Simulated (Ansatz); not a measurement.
B$_{2}$FGeH$_{3}$O (`FB1[BH][GeH2][O]1`). The species carries charge 0 and has multiplicity 1. The structure was optimised at the PBE0-D4/def2-TZVP level.

```xyz
8

F    -2.402   -1.088    0.192
B    -1.205   -0.524    0.112
B     0.234   -0.925   -0.777
Ge    0.865    0.776    0.214
O    -0.900    0.595    0.809
H     0.672   -1.720   -1.543
H     0.971    2.152   -0.466
H     1.766    0.735    1.459
```

Question: What is the dipole moment at ωB97M-V/def2-TZVPP? (Best estimate.)

Answer: Ansatz gave: 3.02 D, with components (2.81, 0.10, -1.09) D in this frame, pointing from negative to positive charge.

Question: And with PBE, r2SCAN, B3LYP? (Estimate.)

Answer: The calculation gave: PBE 2.68 D, r2SCAN 2.78 D, B3LYP 2.97 D.

Question: Give the Mulliken charges with ωB97M-V, PBE, B3LYP in def2-TZVPP. (Best estimate.)

Answer: Computed: 
```tsv
atom	ωB97M-V	PBE	B3LYP
F1	-0.26	-0.21	-0.25
B2	0.44	0.39	0.46
B3	-0.22	-0.21	-0.18
Ge4	0.23	0.29	0.27
O5	-0.37	-0.29	-0.36
H6	0.14	0.06	0.08
H7	0.02	-0.01	-0.01
H8	0.02	-0.01	-0.01
```

B3LYP here is the variant with VWN-RPA as its local correlation; programs differ in this.
